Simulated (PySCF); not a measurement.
**How methods differ on the interval between two levels of Br³⁺**

Br³⁺ [Ar] 3d10 4s2 4p2 [3P2, M_J = 2] → Br³⁺ [Ar] 3d10 4s1 4p2 5s1 [5P3, M_J = 3], as a difference of total energies. Computed with PySCF 2.14 in x2c-SVPall-2c with one added diffuse shell each of s, p, d type (6s7p4d, 47 functions), with the two-component X2C-1e Hamiltonian. Correlated levels: [Ne] frozen. "Screened" scales the spin-orbit matrix elements by Boettger's factors to mimic the two-electron term; Breit and QED terms are absent.

```tsv
method	interval between two levels (cm⁻¹)
GHF (spin-free)	254600
GMP2 (spin-free)	262760
GHF (screened spin-orbit)	255260
GMP2 (screened spin-orbit)	263300
```

The labels give the starting determinants; with spin-orbit coupling the two ends relaxed to ⟨J²⟩ = 6.00, ⟨L²⟩ = 2.23, ⟨S²⟩ = 1.89 and ⟨J²⟩ = 12.01, ⟨L²⟩ = 2.03, ⟨S²⟩ = 5.98.
